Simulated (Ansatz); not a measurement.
Job for Ansatz (an electronic-structure program): R-B97M-V/def2-TZVPPD on ClH3Si (SMILES [SiH3]Cl) with ghost functions. Files ending in .json are basis or fitting sets from the Basis Set Exchange.

Ansatz 0.2 input:
```yaml
crystal:
  periodic: [false, false, false]
  atoms:
    - {symbol: Si, position_ang: [-0.89776156, -0.71480738, 4.17907302]}
    - {symbol: Cl, position_ang: [0.92975965, 0.06963001, 3.60376532]}
    - {symbol: H, position_ang: [-1.59950580, 0.30261125, 4.98590197]}
    - {symbol: H, position_ang: [-0.64340221, -1.92472457, 4.98531816]}
    - {symbol: H, position_ang: [-1.66634011, -1.04455194, 2.96555684]}
basis:
  gaussian:
    orbitals: def2-TZVPPD.json
    ghost_atoms:
      - {symbol: P, position_ang: [0.11014149, -0.29786893, 0.05658711]}
      - {symbol: H, position_ang: [1.35459819, -0.92604765, 0.31148296]}
      - {symbol: H, position_ang: [0.32097764, -0.24325078, -1.34628937]}
      - {symbol: H, position_ang: [0.62145483, 1.00530653, 0.27668708]}
hamiltonian:
  xc: {name: B97M-V}
scf: {lower_state_search: off}
```

Problem. Give the final energy of this run.

Solution. -751.3635 hartree.

Problem. How many basis functions does it have, and what does it roughly cost on one machine?

Solution. 249 functions; roughly 7 core-seconds.
